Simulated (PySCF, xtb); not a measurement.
Ta(O)2(OH) (HO3Ta), SMILES [Ta]([OH])(=[O])=[O], multiplicity 1.

GFN2-xTB in xtb 6.7.1 at its own geometry gives an orbital gap of 0.83 eV and a dipole moment of 6.39 D.

Geometry optimised at PBE0-D3(BJ)/def2-SVP. A frequency run showed that this geometry is not a minimum. The multiplicity is an assumed one; other spin states were not compared. The def2 effective core potentials stand for the cores of Ta; spin–orbit coupling is left out. Other conformers were not sampled.

Task: What does PBE/def2-TZVPD (PySCF) give? (The exact figures need the calculation; the answer reports its results.)

Result: gap 2.01 eV (levels -6.35 and -4.33 eV), dipole 4.97 D.
